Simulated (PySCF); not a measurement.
## Computed properties of BrCdHSe, SMILES [SeH][Cd][Br]

BrCdHSe, SMILES [SeH][Cd][Br]. Geometry: r2SCAN-D4/def2-SVP. The structure was generated by enumeration; whether it is a known compound was not checked. The def2 effective core potentials stand for the cores of Cd; spin–orbit coupling is left out. Other conformers were not sampled. All values are computed for the isolated molecule unless a solvent is named; none is compared with measurement here.

**Structure.** The optimised structure has Cs symmetry. All 6 harmonic modes at r2SCAN-D4/def2-SVP (PySCF) are real, so it is a minimum. With heavy atoms numbered as in [Cd:1]([Br:2])[SeH:3], the shortest bond between them is Cd1–Br2 at 2.419 Å and the longest Cd1–Se3 at 2.448 Å.

**Vibrations.** The strongest infrared lines (harmonic, unscaled, degenerate partners summed) lie at 308 cm⁻¹ (33 km/mol, Cd 59 %, Br 24 %, Se 17 %), 2425 cm⁻¹ (8 km/mol, H 99 %), 62 cm⁻¹ (4 km/mol, Cd 58 %, Br 21 %, Se 20 %). The softest mode is at 62 cm⁻¹ and the zero-point energy is 5.2 kcal/mol.

**Electronic structure.** r2SCAN/def2-TZVPD (PySCF) places the frontier levels at -6.43 and -2.57 eV, a gap of 3.86 eV, and gives a dipole moment of 1.37 D and a mean polarisability of 87.9 bohr³. PBE/def2-TZVPD (PySCF) at the same geometry gives -6.18 and -2.79 eV, so its gap is 0.47 eV narrower. An orbital gap is neither the optical nor the fundamental gap.

**Excitations.** TDA-M06-2X/def2-SVPD (PySCF) has S1 at 4.20 eV (295 nm, f = 0.017, weak); the most intense of the 10 singlets computed lies at 6.38 eV (f = 0.12). T1 (TDA) is at 3.90 eV, 0.30 eV under S1. TDA-PBE/def2-SVPD (PySCF) puts S1 at 3.53 eV. No vertical singlet excitation falls in the visible range (under 3.1 eV).
